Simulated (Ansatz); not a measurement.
**Molecular dynamics of CH₇BClN**

The input (input.yaml):

```yaml
crystal:
  periodic: [false, false, false]
  atoms:
    - { symbol: B, position_ang: [-0.004264, 0.058245, 0.159672] }
    - { symbol: "N", position_ang: [0.046291, 0.044842, 1.667033] }
    - { symbol: H, position_ang: [-0.726325, -0.386688, 2.170522] }
    - { symbol: H, position_ang: [0.942271, -0.15196, 2.111627] }
    - { symbol: C, position_ang: [1.341294, 0.015606, -0.625657] }
    - { symbol: H, position_ang: [1.619917, -1.047707, -0.765791] }
    - { symbol: H, position_ang: [1.252074, 0.45306, -1.630141] }
    - { symbol: H, position_ang: [2.173713, 0.510481, -0.100585] }
    - { symbol: H, position_ang: [-1.077884, -0.206902, -0.314914] }
    - { symbol: Cl, position_ang: [-0.367949, 2.553055, 0.614173] }
    - { symbol: H, position_ang: [-0.145036, 1.320168, 1.549364] }
basis:
  gaussian: { orbitals: def2-SVP }
hamiltonian:
  xc: r2scan
  dispersion: d4
md:
  timestep: 0.5
  n_steps: 200
  ensemble: nve
  temperature: 100.0
  initial_velocities: maxwell_boltzmann
  seed: 2352
```

Launched with:

```bash
$ ansatz run input.yaml --threads 4 --pin off --max-ram 5120MiB --backend cpu --events-out ev --progress --plain --runs-dir out
```

It starts at the highest image of a converged band, a first-order saddle point between two minima.

Output, in part (one step line in 3, the closing report, with atoms numbered from 0):

```
md step     0: t =     0.00 fs  T =   100.0 K  F+E_penalty+E_count = -15831.99538264 eV  E_kin = 0.116334 eV  conserved = -15831.87904864 eV  (27 SCF iters)
md step     3: t =     1.50 fs  T =    78.2 K  F+E_penalty+E_count = -15831.96942782 eV  E_kin = 0.090964 eV  conserved = -15831.87846430 eV  (31 SCF iters)
md step     6: t =     3.00 fs  T =    64.3 K  F+E_penalty+E_count = -15831.95311242 eV  E_kin = 0.074764 eV  conserved = -15831.87834813 eV  (31 SCF iters)
md step     9: t =     4.50 fs  T =    70.7 K  F+E_penalty+E_count = -15831.96107525 eV  E_kin = 0.082213 eV  conserved = -15831.87886196 eV  (32 SCF iters)
md step    12: t =     6.00 fs  T =    53.3 K  F+E_penalty+E_count = -15831.94041525 eV  E_kin = 0.061970 eV  conserved = -15831.87844557 eV  (31 SCF iters)
md step    15: t =     7.50 fs  T =    47.9 K  F+E_penalty+E_count = -15831.93388583 eV  E_kin = 0.055668 eV  conserved = -15831.87821764 eV  (31 SCF iters)
md step    18: t =     9.00 fs  T =    75.7 K  F+E_penalty+E_count = -15831.96677545 eV  E_kin = 0.088021 eV  conserved = -15831.87875418 eV  (29 SCF iters)
md step    21: t =    10.50 fs  T =    88.7 K  F+E_penalty+E_count = -15831.98188241 eV  E_kin = 0.103186 eV  conserved = -15831.87869678 eV  (31 SCF iters)
md step    24: t =    12.00 fs  T =    92.6 K  F+E_penalty+E_count = -15831.98615273 eV  E_kin = 0.107770 eV  conserved = -15831.87838249 eV  (29 SCF iters)
md step    27: t =    13.50 fs  T =   111.9 K  F+E_penalty+E_count = -15832.00905829 eV  E_kin = 0.130178 eV  conserved = -15831.87888075 eV  (30 SCF iters)
md step    30: t =    15.00 fs  T =   108.2 K  F+E_penalty+E_count = -15832.00450193 eV  E_kin = 0.125911 eV  conserved = -15831.87859089 eV  (31 SCF iters)
md step    33: t =    16.50 fs  T =   106.2 K  F+E_penalty+E_count = -15832.00185292 eV  E_kin = 0.123579 eV  conserved = -15831.87827399 eV  (30 SCF iters)
md step    36: t =    18.00 fs  T =   136.1 K  F+E_penalty+E_count = -15832.03698834 eV  E_kin = 0.158282 eV  conserved = -15831.87870595 eV  (27 SCF iters)
md step    39: t =    19.50 fs  T =   158.0 K  F+E_penalty+E_count = -15832.06264007 eV  E_kin = 0.183817 eV  conserved = -15831.87882344 eV  (30 SCF iters)
md step    42: t =    21.00 fs  T =   162.8 K  F+E_penalty+E_count = -15832.06783646 eV  E_kin = 0.189413 eV  conserved = -15831.87842347 eV  (30 SCF iters)
md step    45: t =    22.50 fs  T =   180.6 K  F+E_penalty+E_count = -15832.08887311 eV  E_kin = 0.210052 eV  conserved = -15831.87882091 eV  (31 SCF iters)
md step    48: t =    24.00 fs  T =   182.7 K  F+E_penalty+E_count = -15832.09112820 eV  E_kin = 0.212538 eV  conserved = -15831.87859002 eV  (29 SCF iters)
md step    51: t =    25.50 fs  T =   188.9 K  F+E_penalty+E_count = -15832.09800655 eV  E_kin = 0.219736 eV  conserved = -15831.87827065 eV  (29 SCF iters)
md step    54: t =    27.00 fs  T =   226.9 K  F+E_penalty+E_count = -15832.14279441 eV  E_kin = 0.263961 eV  conserved = -15831.87883352 eV  (29 SCF iters)
md step    57: t =    28.50 fs  T =   244.5 K  F+E_penalty+E_count = -15832.16338157 eV  E_kin = 0.284415 eV  conserved = -15831.87896627 eV  (29 SCF iters)
md step    60: t =    30.00 fs  T =   236.8 K  F+E_penalty+E_count = -15832.15356394 eV  E_kin = 0.275444 eV  conserved = -15831.87811977 eV  (31 SCF iters)
md step    63: t =    31.50 fs  T =   276.0 K  F+E_penalty+E_count = -15832.19975229 eV  E_kin = 0.321082 eV  conserved = -15831.87867007 eV  (30 SCF iters)
md step    66: t =    33.00 fs  T =   315.9 K  F+E_penalty+E_count = -15832.24656717 eV  E_kin = 0.367503 eV  conserved = -15831.87906370 eV  (30 SCF iters)
md step    69: t =    34.50 fs  T =   315.1 K  F+E_penalty+E_count = -15832.24506627 eV  E_kin = 0.366588 eV  conserved = -15831.87847781 eV  (31 SCF iters)
md step    72: t =    36.00 fs  T =   324.8 K  F+E_penalty+E_count = -15832.25630883 eV  E_kin = 0.377817 eV  conserved = -15831.87849218 eV  (30 SCF iters)
md step    75: t =    37.50 fs  T =   346.2 K  F+E_penalty+E_count = -15832.28159227 eV  E_kin = 0.402737 eV  conserved = -15831.87885493 eV  (30 SCF iters)
md step    78: t =    39.00 fs  T =   351.1 K  F+E_penalty+E_count = -15832.28683636 eV  E_kin = 0.408395 eV  conserved = -15831.87844179 eV  (31 SCF iters)
md step    81: t =    40.50 fs  T =   371.0 K  F+E_penalty+E_count = -15832.31026659 eV  E_kin = 0.431594 eV  conserved = -15831.87867241 eV  (31 SCF iters)
md step    84: t =    42.00 fs  T =   386.5 K  F+E_penalty+E_count = -15832.32852964 eV  E_kin = 0.449574 eV  conserved = -15831.87895569 eV  (30 SCF iters)
md step    87: t =    43.50 fs  T =   374.9 K  F+E_penalty+E_count = -15832.31451341 eV  E_kin = 0.436168 eV  conserved = -15831.87834497 eV  (31 SCF iters)
md step    90: t =    45.00 fs  T =   390.2 K  F+E_penalty+E_count = -15832.33241934 eV  E_kin = 0.453956 eV  conserved = -15831.87846369 eV  (30 SCF iters)
md step    93: t =    46.50 fs  T =   420.9 K  F+E_penalty+E_count = -15832.36870953 eV  E_kin = 0.489634 eV  conserved = -15831.87907545 eV  (30 SCF iters)
md step    96: t =    48.00 fs  T =   411.7 K  F+E_penalty+E_count = -15832.35762424 eV  E_kin = 0.478974 eV  conserved = -15831.87864991 eV  (31 SCF iters)
md step    99: t =    49.50 fs  T =   399.4 K  F+E_penalty+E_count = -15832.34302090 eV  E_kin = 0.464622 eV  conserved = -15831.87839905 eV  (31 SCF iters)
md step   102: t =    51.00 fs  T =   410.1 K  F+E_penalty+E_count = -15832.35589644 eV  E_kin = 0.477141 eV  conserved = -15831.87875508 eV  (30 SCF iters)
md step   105: t =    52.50 fs  T =   412.6 K  F+E_penalty+E_count = -15832.35874996 eV  E_kin = 0.480050 eV  conserved = -15831.87869967 eV  (29 SCF iters)
md step   108: t =    54.00 fs  T =   408.1 K  F+E_penalty+E_count = -15832.35339608 eV  E_kin = 0.474801 eV  conserved = -15831.87859473 eV  (31 SCF iters)
md step   111: t =    55.50 fs  T =   408.9 K  F+E_penalty+E_count = -15832.35432244 eV  E_kin = 0.475703 eV  conserved = -15831.87861984 eV  (29 SCF iters)
md step   114: t =    57.00 fs  T =   415.1 K  F+E_penalty+E_count = -15832.36146429 eV  E_kin = 0.482881 eV  conserved = -15831.87858296 eV  (30 SCF iters)
md step   117: t =    58.50 fs  T =   429.5 K  F+E_penalty+E_count = -15832.37835982 eV  E_kin = 0.499663 eV  conserved = -15831.87869661 eV  (30 SCF iters)
md step   120: t =    60.00 fs  T =   437.1 K  F+E_penalty+E_count = -15832.38743148 eV  E_kin = 0.508495 eV  conserved = -15831.87893684 eV  (31 SCF iters)
md step   123: t =    61.50 fs  T =   417.4 K  F+E_penalty+E_count = -15832.36413476 eV  E_kin = 0.485600 eV  conserved = -15831.87853522 eV  (31 SCF iters)
md step   126: t =    63.00 fs  T =   408.0 K  F+E_penalty+E_count = -15832.35303587 eV  E_kin = 0.474679 eV  conserved = -15831.87835673 eV  (30 SCF iters)
md step   129: t =    64.50 fs  T =   423.4 K  F+E_penalty+E_count = -15832.37154239 eV  E_kin = 0.492587 eV  conserved = -15831.87895510 eV  (30 SCF iters)
md step   132: t =    66.00 fs  T =   408.9 K  F+E_penalty+E_count = -15832.35457602 eV  E_kin = 0.475707 eV  conserved = -15831.87886883 eV  (29 SCF iters)
md step   135: t =    67.50 fs  T =   378.5 K  F+E_penalty+E_count = -15832.31842009 eV  E_kin = 0.440284 eV  conserved = -15831.87813570 eV  (30 SCF iters)
md step   138: t =    69.00 fs  T =   397.7 K  F+E_penalty+E_count = -15832.34132035 eV  E_kin = 0.462611 eV  conserved = -15831.87870917 eV  (31 SCF iters)
md step   141: t =    70.50 fs  T =   415.7 K  F+E_penalty+E_count = -15832.36260324 eV  E_kin = 0.483544 eV  conserved = -15831.87905921 eV  (30 SCF iters)
md step   144: t =    72.00 fs  T =   395.7 K  F+E_penalty+E_count = -15832.33876365 eV  E_kin = 0.460322 eV  conserved = -15831.87844116 eV  (30 SCF iters)
md step   147: t =    73.50 fs  T =   391.8 K  F+E_penalty+E_count = -15832.33429778 eV  E_kin = 0.455834 eV  conserved = -15831.87846417 eV  (31 SCF iters)
md step   150: t =    75.00 fs  T =   405.4 K  F+E_penalty+E_count = -15832.35050676 eV  E_kin = 0.471648 eV  conserved = -15831.87885871 eV  (30 SCF iters)
md step   153: t =    76.50 fs  T =   400.3 K  F+E_penalty+E_count = -15832.34442160 eV  E_kin = 0.465698 eV  conserved = -15831.87872323 eV  (30 SCF iters)
md step   156: t =    78.00 fs  T =   387.0 K  F+E_penalty+E_count = -15832.32881955 eV  E_kin = 0.450221 eV  conserved = -15831.87859858 eV  (31 SCF iters)
md step   159: t =    79.50 fs  T =   381.7 K  F+E_penalty+E_count = -15832.32259203 eV  E_kin = 0.444008 eV  conserved = -15831.87858450 eV  (30 SCF iters)
md step   162: t =    81.00 fs  T =   386.0 K  F+E_penalty+E_count = -15832.32774044 eV  E_kin = 0.449097 eV  conserved = -15831.87864303 eV  (30 SCF iters)
md step   165: t =    82.50 fs  T =   392.2 K  F+E_penalty+E_count = -15832.33504117 eV  E_kin = 0.456268 eV  conserved = -15831.87877285 eV  (31 SCF iters)
md step   168: t =    84.00 fs  T =   384.8 K  F+E_penalty+E_count = -15832.32645050 eV  E_kin = 0.447675 eV  conserved = -15831.87877592 eV  (30 SCF iters)
md step   171: t =    85.50 fs  T =   366.1 K  F+E_penalty+E_count = -15832.30436547 eV  E_kin = 0.425906 eV  conserved = -15831.87845985 eV  (31 SCF iters)
md step   174: t =    87.00 fs  T =   366.0 K  F+E_penalty+E_count = -15832.30439818 eV  E_kin = 0.425807 eV  conserved = -15831.87859109 eV  (31 SCF iters)
md step   177: t =    88.50 fs  T =   368.2 K  F+E_penalty+E_count = -15832.30739857 eV  E_kin = 0.428337 eV  conserved = -15831.87906154 eV  (30 SCF iters)
md step   180: t =    90.00 fs  T =   335.7 K  F+E_penalty+E_count = -15832.26898461 eV  E_kin = 0.390570 eV  conserved = -15831.87841503 eV  (30 SCF iters)
md step   183: t =    91.50 fs  T =   327.1 K  F+E_penalty+E_count = -15832.25882373 eV  E_kin = 0.380548 eV  conserved = -15831.87827552 eV  (27 SCF iters)
md step   186: t =    93.00 fs  T =   355.4 K  F+E_penalty+E_count = -15832.29245676 eV  E_kin = 0.413461 eV  conserved = -15831.87899600 eV  (30 SCF iters)
md step   189: t =    94.50 fs  T =   353.3 K  F+E_penalty+E_count = -15832.28985030 eV  E_kin = 0.411017 eV  conserved = -15831.87883288 eV  (30 SCF iters)
md step   192: t =    96.00 fs  T =   333.9 K  F+E_penalty+E_count = -15832.26680438 eV  E_kin = 0.388486 eV  conserved = -15831.87831826 eV  (31 SCF iters)
md step   195: t =    97.50 fs  T =   344.3 K  F+E_penalty+E_count = -15832.27924298 eV  E_kin = 0.400515 eV  conserved = -15831.87872831 eV  (31 SCF iters)
md step   198: t =    99.00 fs  T =   349.8 K  F+E_penalty+E_count = -15832.28579583 eV  E_kin = 0.406891 eV  conserved = -15831.87890514 eV  (31 SCF iters)
md step   200: t =   100.00 fs  T =   337.8 K  F+E_penalty+E_count = -15832.27168910 eV  E_kin = 0.392993 eV  conserved = -15831.87869637 eV  (28 SCF iters)
Total energy: -15832.27169858 eV, -581.8252534236 hartree
Atom 0 at     0.211526    -0.943318     0.321188 Å, force     0.164811     0.293609    -0.494888 eV/Å
Atom 1 at     0.163096    -0.803877     1.709977 Å, force    -0.093017     0.190424     0.697854 eV/Å
Atom 2 at    -0.535115    -1.309456     2.269891 Å, force     0.535524     0.425858    -0.115471 eV/Å
Atom 3 at     0.811716    -0.187343     2.239022 Å, force    -0.668130    -0.760078    -0.421477 eV/Å
Atom 4 at     1.246549    -0.099358    -0.525612 Å, force     0.138609     0.438535     0.314722 eV/Å
Atom 5 at     1.664039    -0.649280    -1.378865 Å, force    -0.085659    -0.014174    -0.179386 eV/Å
Atom 6 at     0.730742     0.809932    -0.919507 Å, force     0.132795    -0.379633    -0.052537 eV/Å
Atom 7 at     2.108567     0.290974     0.061413 Å, force    -0.251698    -0.139710    -0.054585 eV/Å
Atom 8 at    -0.604835    -1.656988    -0.247273 Å, force     0.127277     0.053247     0.295493 eV/Å
Atom 9 at    -0.439037     3.264040     0.513335 Å, force     0.008074     0.296478    -0.131729 eV/Å
Atom 10 at    -0.444619     2.092726     1.020760 Å, force    -0.008586    -0.404556     0.142002 eV/Å
Dipole moment:     0.028558    -0.203003     0.471788 e Å
```

The run went to its last step. The conserved energy stayed within 0.085 meV per atom of its start (net change 0.032 meV per atom), so the integration is sound. The kinetic energy rose, since the run started high on the potential surface and went downhill. It ends in pieces (CH6BN + ClH), so much of that is their flight and rotation, not heat. A run of 0.1 ps of so small a system gives no equilibrium averages. The orbitals stay closed-shell, which can raise the energy where a bond breaks towards radicals; this wasn't checked here.

Between its relaxed ends the band would form B1–Cl10, N2–H11 and break Cl10–H11. These pairs go: B1–Cl10 2.56 → 4.26 Å, N2–H11 1.30 → 3.04 Å, Cl10–H11 1.56 → 1.28 Å. In the last frame they stand as before the step (other bonds may differ from the relaxed reactants and products). It ends as CH6BN + ClH. Pairs count as bonded within 1.25 times the sum of covalent radii (0.12 Å more for H–H).

Last frame:

```xyz
11
Properties=species:S:1:pos:R:3
B 0.211 -0.943 0.321
N 0.163 -0.804 1.710
H -0.535 -1.310 2.270
H 0.812 -0.187 2.239
C 1.246 -0.099 -0.526
H 1.664 -0.649 -1.379
H 0.731 0.810 -0.919
H 2.109 0.291 0.061
H -0.605 -1.657 -0.247
Cl -0.439 3.264 0.513
H -0.445 2.093 1.021
```

Run time: 4.9 min on 4 threads of Arm Neoverse V1, on a shared host, peak memory 0.15 GiB.
